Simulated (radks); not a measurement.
Spherical jellium clusters: N electrons in a uniform positive sphere of charge N and radius rs N^(1/3), rs = 4.83 bohr. Calculated with a radial shooting solver with Libxc functionals: non-relativistic Kohn-Sham, LDA (Slater exchange, Perdew-Wang correlation), spin-polarised, spherical densities. Levels are named by radial order and angular momentum (1s, 1p, 1d, 2s, ...), and open shells are averaged over m.

N = 7, configuration 1s2 1p(up 3, down 2). This is the lowest configuration that the search found. Occupied and some empty levels:

| level | occupation | eigenvalue (eV) | <r> (bohr) |
|---|---|---|---|
| 1s up | 1 | -3.6860 | 6.205 |
| 1s down | 1 | -3.5376 | 6.225 |
| 1p up | 3 | -2.7704 | 7.433 |
| 1p down | 2 | -2.6278 | 7.504 |
| 1d up | 0 | -1.6461 | 8.602 |
| 1d down | 0 | -1.5254 | 8.720 |
| 2s up | 0 | -1.2194 | 8.551 |
| 2s down | 0 | -1.1430 | 8.694 |
| 1f up | 0 | -0.45642 | 10.21 |
| 1f down | 0 | -0.37052 | 10.45 |

Energy (eV): total -12.2126, kinetic 8.5924, external -170.58, Hartree 84.338, exchange-correlation -21.154, background 86.587.
